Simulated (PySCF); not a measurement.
A series of related molecules.

All values: CAM-B3LYP/def2-SVPD (PySCF) at GFN2-xTB geometries, gas phase, one conformer each. Core orbitals are frozen in the response; Δα² is half the sum of the squared differences of the principal polarisabilities.

Question: Rank by mean static polarisability, lowest first.
A. `Cl[SiH2]C1=C(Cl)CC1`
B. `C[Si@@H](Cl)C1=C(Cl)CC1`
C. `F[Si@H](Cl)C1=C(Cl)CC1`
D. `[Si@H](C1CCC=1Cl)(Cl)P`

Answer: C (14.11 Å³), A (14.47 Å³), B (16.16 Å³), D (18.25 Å³).

Question: Rank by polarisability anisotropy Δα, highest first.
A. `[CH3:1][Si@@H:2]([Cl:3])[C:4]1=[C:5]([Cl:6])[CH2:7][CH2:8]1` with C1–Si2–C4–C5 34°
B. `[F:1][Si@H:2]([Cl:3])[C:4]1=[C:5]([Cl:6])[CH2:7][CH2:8]1` with F1–Si2–C4–C5 -173°
C. `[Cl:1][SiH2:2][C:3]1=[C:4]([Cl:5])[CH2:6][CH2:7]1` with Cl1–Si2–C3–C4 180°

Answer: C (6.47 Å³), A (6.09 Å³), B (4.37 Å³).

All values together:

| SMILES | change | formula | μ (D) | HOMO (eV) | LUMO (eV) | α (Å³) | Δα (Å³) | electrons | α per electron (Å³) |
| --- | --- | --- | --- | --- | --- | --- | --- | --- | --- |
| Cl[SiH2]C1=C(Cl)CC1 | parent | C4H6Cl2Si | 1.26 | -8.60 | 0.38 | 14.47 | 6.47 | 78 | 0.186 |
| P[Si@H](Cl)C1=C(Cl)CC1 | H on Si replaced by PH2 | C4H7Cl2PSi | 1.69 | -8.57 | 0.16 | 18.25 | 6.56 | 94 | 0.194 |
| F[Si@H](Cl)C1=C(Cl)CC1 | H on Si replaced by F | C4H5Cl2FSi | 2.11 | -8.83 | 0.05 | 14.11 | 4.37 | 86 | 0.164 |
| C[Si@@H](Cl)C1=C(Cl)CC1 | H on Si replaced by CH3 | C5H8Cl2Si | 0.97 | -8.55 | 0.40 | 16.16 | 6.09 | 86 | 0.188 |

Conformers: `[Cl:1][SiH2:2][C:3]1=[C:4]([Cl:5])[CH2:6][CH2:7]1` with Cl1–Si2–C3–C4 180°; `[PH2:1][Si@H:2]([Cl:3])[C:4]1=[C:5]([Cl:6])[CH2:7][CH2:8]1` with H–P1–Si2–Cl3 48° and -45°, P1–Si2–C4–C5 -4°; `[F:1][Si@H:2]([Cl:3])[C:4]1=[C:5]([Cl:6])[CH2:7][CH2:8]1` with F1–Si2–C4–C5 -173°; `[CH3:1][Si@@H:2]([Cl:3])[C:4]1=[C:5]([Cl:6])[CH2:7][CH2:8]1` with C1–Si2–C4–C5 34°.

Question: Give the shifts from the parent, `Cl[SiH2]C1=C(Cl)CC1`.

Answer: 
```tsv
SMILES	change in μ (D)	change in HOMO (eV)	change in LUMO (eV)	change in mean α (Å³)
P[Si@H](Cl)C1=C(Cl)CC1	+0.43	+0.03	-0.22	+3.78
F[Si@H](Cl)C1=C(Cl)CC1	+0.85	-0.23	-0.33	-0.36
C[Si@@H](Cl)C1=C(Cl)CC1	-0.29	+0.05	+0.02	+1.69
```
